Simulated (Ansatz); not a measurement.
## Which method gave which barrier?

Saddle point of CH5ClZn, singlet (ZnHCl ([Cl][ZnH]) + CH₄ → CH₃ClZn ([CH3][Zn][Cl]) + H₂; bonds formed: Zn1–C5, H2–H4; bonds broken: Zn1–H2, H4–C5), PBE0-D4/def2-TZVP structure:

```
8
angstrom
Zn -0.7652 -0.4608 -0.7845
H 0.3283 -1.7956 -0.4551
Cl -2.4631 -0.0742 -1.9636
H 0.5336 -0.8439 0.0841
C 0.4718 0.5908 0.6049
H -0.2574 0.9177 1.3504
H 1.3456 0.2215 1.1539
H 0.8063 1.4445 0.0100
```

Computed with Ansatz 0.2.0 (basis: def2-TZVPP, with def2-QZVPP for the basis limit); correlated methods freeze the cores. The 3s and 3p shells of Cu and Zn are frozen; filled d shells are correlated. B3LYP uses VWN-RPA correlation. Extrapolation: Hartree–Fock as exp(−7.88 √X), correlation as X^−2.97. Four methods, as single points on the PBE0-D4 structures, gave these electronic barriers from the start structure: 52.26, 59.05, 61.96, 71.46 kcal/mol.

(1) The methods were, in alphabetical order, B3LYP-D4, BHLYP-D4, HF, PBE-D4. Which gave which? (Judge from chemistry; the calculation decides.)

T1 diagnostic: at most 0.014.

Results:

(1) The calculation gives: PBE-D4 52.26; B3LYP-D4 59.05; BHLYP-D4 61.96; HF 71.46 kcal/mol. For comparison, CCSD(T) at an estimated basis limit (MP2 extrapolated from triple and quadruple zeta, plus CCSD(T) − MP2 in triple zeta) gives 56.82 kcal/mol.

Labels in which every atom is bracketed show which atoms are joined, not bond orders.

For scale, one of the runs: CCSD(T)/def2-TZVPP, 207 basis functions, launched by `ansatz run in.yaml --threads 4 --pin off --events-out ev --progress --plain --max-ram 9574MiB`. Hardware: 4 CPU threads of an Intel Xeon, shared host. Wall time 69 s; peak host memory 2.6 GiB.
